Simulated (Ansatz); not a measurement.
Molecule: C$_{5}$H$_{9}$O, charge 0, multiplicity 2. It need not be the lowest isomer of its formula. 
Coordinates optimised at B3LYP-D3(BJ)/def2-TZVP (Ansatz, a quantum-chemistry and plane-wave program):
SMILES: CC[CH]CC=O
```xyz
15

C     -2.2653     0.0916     0.1462
C     -1.2001    -0.4463    -0.8210
C     -0.0577     0.4877    -1.0090
C      1.3409     0.1067    -0.7022
C      1.6649    -0.1239     0.7658
O      0.8832    -0.0576     1.6756
H     -1.8331     0.2515     1.1335
H     -3.0970    -0.6101     0.2366
H     -2.6659     1.0431    -0.2098
H     -0.8348    -1.4112    -0.4590
H     -1.6807    -0.6452    -1.7899
H     -0.2698     1.5138    -1.2839
H      1.6263    -0.8364    -1.1982
H      2.0628     0.8463    -1.0666
H      2.7297    -0.3861     0.9528
```
Charge 0, spin multiplicity 2.

Basis-set convergence of Hartree-Fock and CCSD(T) correlation energies (hartree) with Ansatz. Correlated levels leave the core frozen unless marked. Open shells are spin-unrestricted. No spin-orbit coupling. Non-relativistic.

```tsv
basis	functions	E(HF)	E(corr, CCSD(T))
cc-pVDZ	129	-269.41321	-0.94746
cc-pVTZ	306	…	…
```

### Question
Complete the blanks.

### Answer

- cc-pVTZ, E(HF): -269.48811
- cc-pVTZ, E(corr, CCSD(T)): -1.14836
